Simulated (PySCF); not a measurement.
C4H10AlO2 (SMILES CC[O][Al+][O]CC), charge +1, singlet, at a GFN2-xTB geometry (such geometries of metal compounds can be far from the true shape); CAMB3LYP/STO-3G in PySCF.

Input for PySCF:
```python
from pyscf import gto, scf, dft

mol = gto.Mole()
mol.atom = '''
    Al   -0.00822737    0.03794506   -0.00287840
    O    -1.59769997   -0.27851310   -0.17899019
    C    -2.64904094   -0.64359554    0.72362310
    C    -2.25755280   -0.30057136    2.14420338
    H    -3.52604352   -0.07364592    0.40407054
    H    -2.83967804   -1.71337710    0.60644694
    H    -2.17390254    0.78102768    2.26409564
    H    -2.97163523   -0.68578690    2.86928355
    H    -1.27488114   -0.76096394    2.34600586
    O     1.56413623    0.43331083    0.16724772
    C     2.70016484    0.40780944   -0.70573709
    C     2.24673363    0.35046993   -2.14798853
    H     3.25408716    1.32792305   -0.49921614
    H     3.31076948   -0.45932158   -0.44163272
    H     1.72877774    1.27191146   -2.41982527
    H     3.07837069    0.19351730   -2.83194150
    H     1.54777271   -0.49762641   -2.25053307
'''
mol.basis = 'sto-3g'
mol.charge = 1
mol.verbose = 4
mol.build()

mf = dft.RKS(mol)
mf.xc = 'camb3lyp'
mf.kernel()
mf.analyze()
```

Problem. Predict the main parts of the log of this PySCF run.

Solution. 
```
PySCF version 2.14.0

[INPUT] verbose = 4
[INPUT] num. atoms = 17
[INPUT] num. electrons = 62
[INPUT] charge = 1
[INPUT] spin (= nelec alpha-beta = 2S) = 0
[INPUT] symmetry False subgroup None
[INPUT] Mole.unit = angstrom
[INPUT] Symbol           X                Y                Z      unit          X                Y                Z       unit  Magmom
[INPUT]  1 Al    -0.008227370000   0.037945060000  -0.002878400000 AA   -0.015547476025   0.071705771180  -0.005439387677 Bohr   0.0
[INPUT]  2 O     -1.597699970000  -0.278513100000  -0.178990190000 AA   -3.019215372526  -0.526313481104  -0.338242438084 Bohr   0.0
[INPUT]  3 C     -2.649040940000  -0.643595540000   0.723623100000 AA   -5.005961869360  -1.216219305592   1.367449476409 Bohr   0.0
[INPUT]  4 C     -2.257552800000  -0.300571360000   2.144203380000 AA   -4.266156503745  -0.567997551288   4.051957143567 Bohr   0.0
[INPUT]  5 H     -3.526043520000  -0.073645920000   0.404070540000 AA   -6.663256556097  -0.139170618992   0.763582655605 Bohr   0.0
[INPUT]  6 H     -2.839678040000  -1.713377100000   0.606446940000 AA   -5.366213777542  -3.237813467102   1.146018625681 Bohr   0.0
[INPUT]  7 H     -2.173902540000   0.781027680000   2.264095640000 AA   -4.108080422096   1.475928410904   4.278520679422 Bohr   0.0
[INPUT]  8 H     -2.971635230000  -0.685786900000   2.869283550000 AA   -5.615576726809  -1.295949420814   5.422160083220 Bohr   0.0
[INPUT]  9 H     -1.274881140000  -0.760963940000   2.346005860000 AA   -2.409176195973  -1.438013437270   4.433308562025 Bohr   0.0
[INPUT] 10 O      1.564136230000   0.433310830000   0.167247720000 AA    2.955789096210   0.818838795508   0.316052385758 Bohr   0.0
[INPUT] 11 C      2.700164840000   0.407809440000  -0.705737090000 AA    5.102572038780   0.770648152612  -1.333649816048 Bohr   0.0
[INPUT] 12 C      2.246733630000   0.350469930000  -2.147988530000 AA    4.245711235550   0.662292182595  -4.059110040407 Bohr   0.0
[INPUT] 13 H      3.254087160000   1.327923050000  -0.499216140000 AA    6.149333517864   2.509410878997  -0.943381781563 Bohr   0.0
[INPUT] 14 H      3.310769480000  -0.459321580000  -0.441632720000 AA    6.256447578769  -0.867991989303  -0.834564888447 Bohr   0.0
[INPUT] 15 H      1.728777740000   1.271911460000  -2.419825270000 AA    3.266916458845   2.403564314096  -4.572807029602 Bohr   0.0
[INPUT] 16 H      3.078370690000   0.193517300000  -2.831941500000 AA    5.817277513988   0.365694697365  -5.351593835790 Bohr   0.0
[INPUT] 17 H      1.547772710000  -0.497626410000  -2.250533070000 AA    2.924866524976  -0.940377627251  -4.252891136577 Bohr   0.0

nuclear repulsion = 359.158550835557
number of shells = 33
number of NR pGTOs = 147
number of NR cGTOs = 49
basis = sto-3g
ecp = {}

******** <class 'pyscf.dft.rks.RKS'> ********
method = RKS
initial guess = minao
damping factor = 0
level_shift factor = 0
DIIS = <class 'pyscf.scf.diis.CDIIS'>
diis_start_cycle = 1
diis_space = 8
diis_damp = 0
SCF conv_tol = 1e-09
SCF conv_tol_grad = None
SCF max_cycles = 50
direct_scf = True
direct_scf_tol = 1e-13
XC library pyscf.dft.libxc version 7.1.2
    S. Lehtola, C. Steigemann, M. J. T. Oliveira, and M. A. L. Marques,  SoftwareX 7, 1–5 (2018)
XC functionals = camb3lyp
    T. Yanai, D. P. Tew, and N. C. Handy,  Chem. Phys. Lett. 393, 51 (2004)
radial grids:
    Treutler-Ahlrichs [JCP 102, 346 (1995); DOI:10.1063/1.469408] (M4) radial grids

becke partition: Becke, JCP 88, 2547 (1988); DOI:10.1063/1.454033
pruning grids: <function nwchem_prune>
grids dens level: 3
symmetrized grids: False
atomic radii adjust function: <function treutler_atomic_radii_adjust>
small_rho_cutoff = 0
Set gradient conv threshold to 3.16228e-05
Initial guess from minao.
tot grids = 201896
init E= -544.872845587063
  HOMO = -0.376562511429217  LUMO = -0.102141155801419  gap/eV = 7.46739
cycle= 1 E= -543.887403714294  delta_E= 0.985  |g|= 0.776  |ddm|= 5.06
  HOMO = -0.245987590295103  LUMO = -0.0440482548986995  gap/eV = 5.49505
cycle= 2 E= -543.761614398697  delta_E= 0.126  |g|=  1.1  |ddm|= 2.48
  HOMO = -0.417329136080954  LUMO = -0.0907998439307541  gap/eV = 8.88531
cycle= 3 E= -544.111760450416  delta_E= -0.35  |g|= 0.0527  |ddm|= 1.37
  HOMO = -0.41945473841169  LUMO = -0.0930636781943198  gap/eV = 8.88155
cycle= 4 E= -544.112583413928  delta_E= -0.000823  |g|= 0.02  |ddm|= 0.0977
  HOMO = -0.422580072000179  LUMO = -0.0924269422690667  gap/eV = 8.98392
cycle= 5 E= -544.112716884194  delta_E= -0.000133  |g|= 0.00171  |ddm|= 0.0282
  HOMO = -0.422166298484497  LUMO = -0.0918081017836765  gap/eV = 8.98950
cycle= 6 E= -544.112718312016  delta_E= -1.43e-06  |g|= 0.000393  |ddm|= 0.00367
  HOMO = -0.422203431635613  LUMO = -0.0919029759590996  gap/eV = 8.98793
cycle= 7 E= -544.112718379426  delta_E= -6.74e-08  |g|= 0.000124  |ddm|= 0.000845
  HOMO = -0.422215847565796  LUMO = -0.0919225525403957  gap/eV = 8.98774
cycle= 8 E= -544.112718387376  delta_E= -7.95e-09  |g|= 2.81e-05  |ddm|= 0.000292
  HOMO = -0.422215111177286  LUMO = -0.0919154720720878  gap/eV = 8.98791
cycle= 9 E= -544.112718387919  delta_E= -5.43e-10  |g|= 6.65e-06  |ddm|= 9.1e-05
  HOMO = -0.422218010031022  LUMO = -0.09191661896415  gap/eV = 8.98796
Extra cycle  E= -544.112718387942  delta_E= -2.25e-11  |g|= 4.63e-06  |ddm|= 2.18e-05
converged SCF energy = -544.112718387942
**** SCF Summaries ****
Total Energy =                        -544.112718387941641
Nuclear Repulsion Energy =             359.158550835557151
One-electron Energy =                -1451.763627330611598
Two-electron Energy =                  548.492358107112750
Two-electron Coulomb Energy =          609.470196695936352
DFT Exchange-Correlation Energy =      -60.977838588823651
HOMO-LUMO gap [eV] =                     8.987958655263634
**** MO energy ****
MO #1   energy= -55.7813956331808  occ= 2
MO #2   energy= -19.1405475896709  occ= 2
MO #3   energy= -19.1399871120321  occ= 2
MO #4   energy= -10.3171592086024  occ= 2
MO #5   energy= -10.3171546696525  occ= 2
MO #6   energy= -10.248891450109   occ= 2
MO #7   energy= -10.2488904291148  occ= 2
MO #8   energy= -4.33023082982455  occ= 2
MO #9   energy= -2.81866167394004  occ= 2
MO #10  energy= -2.81661894370775  occ= 2
MO #11  energy= -2.81567113564829  occ= 2
MO #12  energy= -1.22096936935881  occ= 2
MO #13  energy= -1.21288408932674  occ= 2
MO #14  energy= -0.96479476392337  occ= 2
MO #15  energy= -0.962992054558409 occ= 2
MO #16  energy= -0.838766089809561 occ= 2
MO #17  energy= -0.82876125286752  occ= 2
MO #18  energy= -0.684554665166679 occ= 2
MO #19  energy= -0.679504835281205 occ= 2
MO #20  energy= -0.67017233893915  occ= 2
MO #21  energy= -0.663154468842018 occ= 2
MO #22  energy= -0.628291078151378 occ= 2
MO #23  energy= -0.618798525882878 occ= 2
MO #24  energy= -0.578687417779912 occ= 2
MO #25  energy= -0.571351003535852 occ= 2
MO #26  energy= -0.569241924335974 occ= 2
MO #27  energy= -0.567270810585433 occ= 2
MO #28  energy= -0.470500426041516 occ= 2
MO #29  energy= -0.461535081650504 occ= 2
MO #30  energy= -0.449823432673099 occ= 2
MO #31  energy= -0.422218010031022 occ= 2
MO #32  energy= -0.09191661896415  occ= 0
MO #33  energy= -0.0165024198903545 occ= 0
MO #34  energy= 0.0116272686760365 occ= 0
MO #35  energy= 0.200720063276681  occ= 0
MO #36  energy= 0.22524204412349   occ= 0
MO #37  energy= 0.295887333911067  occ= 0
MO #38  energy= 0.299539320439359  occ= 0
MO #39  energy= 0.325352472666576  occ= 0
 ** Mulliken pop on meta-lowdin orthogonal AOs  **
 ** Mulliken pop  **
 ** Mulliken atomic charges  **
charge of    0Al =      0.95325
charge of    1O =     -0.19230
charge of    2C =      0.02459
charge of    3C =     -0.15192
charge of    4H =      0.07971
charge of    5H =      0.07114
charge of    6H =      0.06204
charge of    7H =      0.08872
charge of    8H =      0.04139
charge of    9O =     -0.19231
charge of   10C =      0.02459
charge of   11C =     -0.15192
charge of   12H =      0.07971
charge of   13H =      0.07115
charge of   14H =      0.06204
charge of   15H =      0.08872
charge of   16H =      0.04139

WARN: System has nonzero charge 1; the dipole moment is origin-dependent.
Location of origin: [0. 0. 0.]

Dipole moment(X, Y, Z, Debye):  0.04393, -0.20262,  0.01536
```
